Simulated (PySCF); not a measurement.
PySCF input for Si(F)2(Me)(OH) (CH₄F₂OSi), SMILES C[Si](O)(F)F, PBE0/pcSseg-1. The structure is a stationary point at ωB97X-D3(BJ)/def2-SVP. The values are those of a single conformer.

```python
import numpy as np
from pyscf import gto, scf, dft
from pyscf.prop.nmr import rks as nmr

mol = gto.M(
    atom='''
    C    -0.18013263    1.80834414    0.00000000
    Si   -0.00649150   -0.02084267   -0.00000000
    O    -1.48360403   -0.73464784   -0.00000001
    F     0.84599954   -0.53111703   -1.27897041
    F     0.84599952   -0.53111704    1.27897042
    H    -0.73141423    2.14206676    0.89222783
    H     0.80893531    2.29102431    0.00000001
    H    -0.73141421    2.14206676   -0.89222783
    H    -1.53358937   -1.69613594   -0.00000001
    ''',
    basis='pcSseg-1',
    charge=0,
    spin=0,
    max_memory=1600,
    verbose=3,
)
mf = dft.RKS(mol, xc='pbe0')
mf.grids.level = 3
mf.conv_tol = 1e-10
mf.max_cycle = 100
mf.kernel()
n = nmr.NMR(mf)
n.verbose = 2
n.max_cycle_cphf = 60
sigma = n.kernel()
print('atom   isotropic/ppm   span/ppm')
for i, s in enumerate(sigma):
    w = np.linalg.eigvalsh((s + s.T) / 2)
    print(f'{mol.atom_symbol(i):2s}{i + 1:3d} {w.mean():14.3f} {w[2] - w[0]:11.3f}')
```

Output:

```
converged SCF energy = -604.636317815196
atom   isotropic/ppm   span/ppm
C   1        192.464       6.593
Si  2        386.384      93.293
O   3        277.026      86.064
F   4        312.403     134.647
F   5        312.403     134.647
H   6         30.925      11.801
H   7         31.012      11.938
H   8         30.925      11.801
H   9         28.913      21.695
```

The run converged.
